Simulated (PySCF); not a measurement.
**Indium: a sound run and one with changed settings**

Sound run: In²⁺ [Kr] 4d10 5s1, In³⁺ [Kr] 4d10. Computed with PySCF 2.14 in cc-pVDZ-PP with ECP28MDF (4s3p2d, 23 functions), with scalar relativity through the core potential. The sound run starts from symmetry-adapted Hartree-Fock orbitals and uses a fine grid where one is needed.

Changed run: radial step 0.8 in ln r (0.13 in the sound run). This setting is unsound on purpose.

```csv
species,method,sound run (hartree),changed run (hartree),converged
In²⁺,UHF,-188.38874,-188.38874,yes
In²⁺,PBE0,-189.21422,-189.96056,yes
In²⁺,MN15,-188.79381,-187.88527,yes
In³⁺,UHF,-187.40969,-187.40969,yes
In³⁺,PBE0,-188.17593,-188.88442,yes
In³⁺,MN15,-187.76103,-186.86933,yes
```

Ionisation energy of In²⁺:

```
method  sound run (eV)  changed run (eV)
   UHF          26.641            26.641
  PBE0          28.253            29.283
  MN15          28.103            27.645
```

A coarse radial grid mis-integrates the density and the exchange-correlation energy, with errors of either sign; Hartree-Fock needs no grid.

For comparison, NIST gives 28.044 eV between the lowest levels.
